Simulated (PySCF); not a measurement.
# Computed properties of CHCl2, SMILES [CH](Cl)Cl

CHCl2, SMILES Cl[CH]Cl (connectivity only; charge and spin as stated), charge +1, multiplicity 1. Geometry: B3LYP-D3(BJ)/def2-TZVP. The spin state was assumed, not searched. The isomer is the one that the SMILES or the coordinates give; other isomers of the formula were not compared. One conformer was computed; it need not be the lowest. All values are computed for the isolated molecule unless a solvent is named; none is compared with measurement here.

**Structure.** The optimised structure has C2v symmetry. All 6 harmonic modes at B3LYP-D3(BJ)/def2-TZVP (PySCF) are real, so it is a minimum. With heavy atoms numbered as in [Cl:1][CH:2][Cl:3], the shortest bond between them is Cl1–C2 at 1.626 Å and the longest C2–Cl3 at 1.626 Å.

**Vibrations.** The strongest infrared lines (harmonic, unscaled, degenerate partners summed) lie at 1058 cm⁻¹ (306 km/mol, C 64 %, Cl 20 %, H 17 %), 1322 cm⁻¹ (48 km/mol, H 80 %, C 19 %), 3144 cm⁻¹ (33 km/mol, H 92 %, C 8 %). The softest mode is at 357 cm⁻¹ and the zero-point energy is 10.9 kcal/mol.

**Electronic structure.** HF/def2-TZVPD (PySCF) places the frontier levels at -19.69 and -6.43 eV, a gap of 13.26 eV and a mean polarisability of 34.3 bohr³.

**Excitations.** TDDFT-M06-2X/def2-SVPD (PySCF) has S1 at 4.10 eV (303 nm, f = 0.000, dark); the most intense of the 10 singlets computed lies at 5.67 eV (f = 0.21). T1 (TDA) is at 3.82 eV. No vertical singlet excitation falls in the visible range (under 3.1 eV).

**NMR.** GIAO shifts at PBE0/pcSseg-2 (PySCF) (non-relativistic, atoms alike by connectivity averaged): ¹³C at 287.6 ppm against TMS; ¹H at 11.6 ppm against TMS. Without spin–orbit terms, shifts of atoms bonded to Cl or Br come out too high.
